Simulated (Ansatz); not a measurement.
Total energies of Si₂Ge₃ from Ansatz at PBE-D4/def2-TZVP, gas phase (1 Eh = 27.2114 eV = 2625.5 kJ/mol). The reference geometry is relaxed at PBE-D4/def2-SVP.

```xyz
5

Si   -0.8930   -0.1103    0.9766
Si    0.3602   -0.4080   -1.2127
Ge    0.7631    1.8216   -0.4928
Ge    1.3991    0.3282    1.4418
Ge   -1.6294   -1.6315   -0.7129
```

| state | geometry | energy (Eh) |
| --- | --- | --- |
| charge 0 singlet | reference | -6808.82619 |
| charge 1 doublet | reference | -6808.55445 |
| charge 0 triplet | relaxed at PBE-D4/def2-SVP | -6808.81274 |
| charge 0 quintet | relaxed at PBE-D4/def2-SVP | -6808.74957 |
| free Si atom (triplet) | – | -289.22285 |
| free Ge atom (triplet) | – | -2076.60177 |

Question: Work out the vertical ionisation energy to the doublet.

Answer: E(charge 1 doublet) − E(charge 0 singlet) = -6808.55445 − (-6808.82619) = 0.27174 Eh = 7.39 eV. For comparison, −ε of the highest occupied level is 5.10 eV at this level, 2.29 eV less.

Question: Which of the charge 0 states is lowest, and how far above it are the others?

Answer: The singlet. triplet: -6808.81274 − (-6808.82619) = 0.01345 Eh = 35.3 kJ/mol; quintet: -6808.74957 − (-6808.82619) = 0.07662 Eh = 201.2 kJ/mol. The triplet differs in its bonds from the reference. The quintet differs in its bonds from the reference.

Question: What is the binding energy per atom against free atoms?

Answer: Atoms: 2 × (-289.22285) + 3 × (-2076.60177) = -6808.25101 Eh. Binding: -6808.25101 − (-6808.82619) = 0.57518 Eh = 15.65 eV, or 3.13 eV for each of 5 atoms (no zero-point energy, no counterpoise term).

The structure comes from a short search, and lower isomers may exist.
